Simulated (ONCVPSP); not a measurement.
## phosphorus (P): excitation energies, all-electron against ONCV

- Element: P
- Generator: ONCVPSP 4.0.1
- Type: optimised norm-conserving Vanderbilt (ONCV)
- Functional: PW91
- Relativity: scalar-relativistic
- Frozen core: [Ne]
- Valence charge: 5
- Reference configuration: 3s2 3p3
- Partial waves: 3s: rc 1.40 bohr, ncon 4, nbas 8, qcut 4.8 1/bohr, 2 projectors, debl 3.9 Ha; 3p: rc 1.70 bohr, ncon 4, nbas 9, qcut 4.5 1/bohr, 2 projectors, debl 2.2 Ha
- Local potential: polynomial inside 1.15 bohr (lpopt 5, dvloc0 3 Ha)
- Core correction: Teter function fitted to the true core (icmod 2), fcfact 0.75

Energies are relative to the spin-unpolarised reference configuration 3s2 3p3; without spin polarisation the order of configurations can differ from experiment.

```csv
valence configuration,charge,ΔE all-electron (eV),error AE − PS (meV)
3s2 3p1,+2,28.983,+12
3s2 3p0,+3,58.804,+54
```

What are ΔE and the potential's error for 3s2 3p2?

ΔE = 9.776 eV all-electron; the error (AE − PS) is +0.8 meV.

What are ΔE and the potential's error for 3s1 3p0?

ΔE = 110.898 eV all-electron; the error (AE − PS) is +173 meV.

Levels in the configuration 3s1 3p0:

```csv
level,all-electron (eV),pseudo (eV)
3s,-58.526,-58.354
```
